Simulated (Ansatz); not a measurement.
Born–Oppenheimer molecular dynamics of BrClGaH₃O₂ (8 atoms, charge 0, multiplicity 1). It starts at the highest image of a converged band, a first-order saddle point between two minima.

Method: RHF/def2-SVP in Ansatz.

* ensemble: NVE (velocity Verlet)
* time step: 0.5 fs
* steps asked: 106
* starting velocities drawn for: 300 K
* seed: 7142

First frame:

```xyz
8
Properties=species:S:1:pos:R:3
Ga -0.283 0.384 -0.075
Br 2.101 -0.325 0.661
O -0.249 1.146 -1.651
O -1.213 1.007 1.272
H 1.036 -1.570 0.267
Cl -0.429 -1.992 -0.221
H 0.300 0.814 -2.342
H -1.264 0.536 2.088
```

**Question.** How far do the bonds stretch over the last three quarters of this one trajectory? (Pairs bonded in most of those frames.)

**Answer.** 
```
   bond  mean (Å)  spread (Å)  shortest  longest
Ga1–Br2     2.358       0.103      2.21     2.53
 Ga1–O3     1.770       0.020      1.73     1.80
 Ga1–O4     1.768       0.024      1.72     1.80
Ga1–Cl6     2.559       0.165      2.36     2.89
  O3–H7     0.945       0.002      0.94     0.95
  O4–H8     0.943       0.004      0.93     0.95
 H5–Cl6     1.303       0.067      1.20     1.41
```

Mean temperature of the second half: 1069 K. The conserved energy stayed within 0.28 meV per atom of its start (net change -0.2 meV per atom), so the integration is sound. The kinetic energy rose, since the run started high on the potential surface and went downhill. It ends in pieces (BrGaH2O2 + ClH), so much of that is their flight and rotation, not heat. A run of 0.053 ps of so small a system gives no equilibrium averages. The orbitals stay closed-shell, which can raise the energy where a bond breaks towards radicals; this wasn't checked here.

Run time: 11 min on 2 threads of AMD EPYC 7571 (shared host), peak memory 0.37 GiB.
